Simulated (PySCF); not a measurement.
Species: sum formula H2BO2 (charge -1, singlet). 
Coordinates optimised at B3LYP-D3(BJ)/def2-TZVP (Ansatz):
```xyz
5

B      0.2717    -0.5450     0.2858
O      0.8850     0.1384    -0.7610
H      0.3290     0.9186    -1.0496
O     -0.9480    -0.0120     0.6947
H     -1.1831     0.7945     0.1512
```
Charge -1, spin multiplicity 1.

Dispersion corrections to the total energy (kcal/mol) from the dftd3 and dftd4 libraries through PySCF: D3(BJ) without and D4 with the three-body term, each with the damping fitted for the functional named.

| functional | D3(BJ) | D4 |
|---|---|---|
| HF | -12.88 | -6.53 |
| LC-wPBE | -1.06 | -1.66 |
| PW6B95 | -0.52 | [?] |
| r2SCAN | [?] | -0.34 |
| PBE | -1.23 | -1.50 |
| TPSS | -1.50 | -2.04 |
| HSE06 | [?] | -1.12 |

Some entries are withheld; supply them.


- PW6B95, D4: -1.38
- r2SCAN, D3(BJ): -0.30
- HSE06, D3(BJ): -0.69
